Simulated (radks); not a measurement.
Neutral potassium inside a hard spherical wall (all orbitals vanish at R), configuration held at [Ar] 4s1 and not refilled when levels cross. Method: non-relativistic Kohn-Sham, PBE, spin-polarised, spherical densities, point nucleus; open shells are filled with parallel spins first; computed with a radial shooting solver on a logarithmic mesh with Libxc functionals. Eigenvalues in eV for spin up, with the zero of energy where the potential of the charges vanishes at infinity; a dash marks a level that is unbound or too diffuse for the functional's potential to be trusted. A positive occupied level is held by the wall or, in an anion where self-interaction has pushed it up, behind a barrier. The pressure on the wall is -dE/dV.

| R (bohr) | E (hartree) | kinetic (hartree) | e(2p) | e(3s) | e(3p) | e(4s) | e(4p, empty) | e(5s, empty) | pressure (GPa) |
|---|---|---|---|---|---|---|---|---|---|
| free | -599.71047 | 599.071 | -279.86 | -34.996 | -18.817 | -2.534 | -0.975 | - | 0 |
| 20 | -599.71047 | 599.071 | -279.86 | -34.996 | -18.817 | -2.534 | -0.972 | 0.000 | < 0.0001 |
| 12 | -599.70943 | 599.079 | -279.75 | -34.892 | -18.715 | -2.460 | -0.754 | 1.596 | 0.0129 |
| 8 | -599.69095 | 599.162 | -279.01 | -34.182 | -18.020 | -1.671 | 0.704 | 7.492 | 0.514 |
| 4 | -599.20438 | 600.733 | -273.55 | -29.813 | -13.759 | 12.273 | 19.239 | 60.367 | 80.0 |
| 3.5 | -598.80600 | 602.094 | -270.09 | -27.481 | -11.334 | 21.628 | 30.141 | 87.713 | 216 |
| 3 | -597.93104 | 605.069 | -263.39 | -23.082 | -6.575 | 39.384 | 49.718 | 134.24 | 678 |
| 1.5 | -569.21715 | 680.537 | -165.75 | 76.017 | 98.271 | 377.96 | 378.99 | 830.99 | 77800 |
